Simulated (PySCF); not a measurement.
## Calculated NMR parameters of C=CC1([Si](F)(F)F)C=C1

| Property | Result |
| --- | --- |
| Formula | C5H5F3Si |
| SMILES | C=CC1([Si](F)(F)F)C=C1 |
| Point group of the computed structure | C1 |
| Degrees of unsaturation | 3 |
| Carbon signals | 4 |
| Proton signals | 4 |

Numbering as in the mapped SMILES `[CH2:1]=[CH:2][C:3]1([Si:4]([F:5])([F:6])[F:7])[CH:8]=[CH:9]1`. Each H is labelled by its parent atom. Ha(C1) is cis to C3; Hb(C1) is trans to C3.

PySCF 2.14 calculation with structure optimised with GFN2-xTB and shielding tensors at PBE0/pcSseg-1 (GIAO); no relativistic terms, fast rotation and ring inversion assumed for equivalent nuclei, in vacuum, one computed conformer.

Chemical shifts δ = σref − σ; 1H, 13C, 29Si vs TMS; CFCl3 for 19F, all at this level.

| carbon | δC, type | δH (multiplicity) | HMBC from (2–3 bonds) | span of the C tensor (ppm) |
| --- | --- | --- | --- | --- |
| C1 | 122.4, CH2 | Hb(C1) 5.63 (m); Ha(C1) 5.14 (m) | H(C2) | 240 |
| C2 | 150.5, CH | 6.66 (m) | H(C8)/H(C9), Hb(C1), Ha(C1) | 233 |
| C3 | 12.0, C | – | H(C2), H(C8)/H(C9), Hb(C1), Ha(C1) | 142 |
| C8/C9 | 108.3, CH | 6.47 (m) | H(C2), H(C8)/H(C9) | 233 |

Other nuclei:
```
   atoms  nucleus               environment  δ (ppm)  σ (ppm)
F5/F6/F7      19F     fluorine bonded to Si   -152.9    323.8
     Si4     29Si  silicon bonded to C, 3 F    -63.8    412.9
```

Carbon types of the structure: 1 × C, 3 × CH, 1 × CH2, which accounts for all hydrogens. δC 150.5, 108.3: alkene CH; the olefinic region. δC 122.4: terminal =CH2 carbon; as expected for a trigonal carbon in a double bond. δC 12.0: three-membered-ring carbon; carbons of three-membered rings are unusually shielded. δH 6.66, 6.47: hydrogen on an alkene CH; olefinic region. δH 5.63, 5.14: hydrogen on a terminal =CH2 carbon; a vinylic proton, deshielded by the sp2 carbon and the C=C anisotropy.

Splittings by 19F in the carbon and heteronuclear signals aren't shown, as no couplings were computed. Shifts are as computed. Against solution values, carbons near 30 ppm lie about +3 ppm off and those near 130 ppm about +5 ppm. Of 1211 compounds with measured shifts, 218 miss one by over three times the rms of a fit or turn the order of signals round; such compounds aren't used in these exercises. Unscaled 19F shifts against computed CFCl3 carry errors that often reach 10 to 50 ppm. Multiplicities follow the n + 1 count of equivalent neighbours, as no J values were calculated; m marks all less simple cases, F and P coupling included.
